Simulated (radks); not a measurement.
Results of a calculation; reference values are marked as such.
Q: Ho43+, configuration [Ar] 3d6. Code: a radial shooting solver on a logarithmic mesh with Libxc functionals. Model: scalar-relativistic Kohn-Sham, BLYP, spin-polarised, spherical densities, point nucleus; open shells are filled with parallel spins first (spin-orbit coupling, left out, can overturn this in heavy ions). Some entries of the table are withheld. Estimate them.

orbital,occ.,eigenvalue (Ry),<r> (bohr),<r^2> (bohr^2)
1s up,1,-4251.305,0.02073,0.0005878
1s down,1,-4251.289,0.02073,0.0005878
2s up,1,-850.5657,0.08772,0.009083
2s down,1,-849.3425,0.08764,0.009067
2p up,3,-773.3674,0.07767,0.007356
2p down,3,-772.4107,0.07758,0.007338
3s up,1,-304.0482,0.2204,0.05538
3s down,1,-302.6870,0.2208,0.05557
3p up,3,-280.4983,0.2172,0.05451
3p down,3,-279.1091,0.2177,0.05474
3d up,5,-253.5257,0.1940,0.04366
3d down,1,-251.7987,0.1945,0.04393
4s up,0,-153.1160,(1),0.2099
4s down,0,-152.6235,(2),0.2112
4p up,0,(3),(4),0.2174
4p down,0,(5),(6),0.2189
4d up,0,-133.1624,0.4276,0.2091
4d down,0,-132.6290,0.4294,0.2109
4f up,0,-123.5770,0.3868,0.1680
4f down,0,-122.9380,0.3893,0.1701

A: 
(1) 4s up <r> (bohr): 0.4321
(2) 4s down <r> (bohr): 0.4334
(3) 4p up eigenvalue (Ry): -143.9192
(4) 4p up <r> (bohr): 0.4383
(5) 4p down eigenvalue (Ry): -143.4358
(6) 4p down <r> (bohr): 0.4398
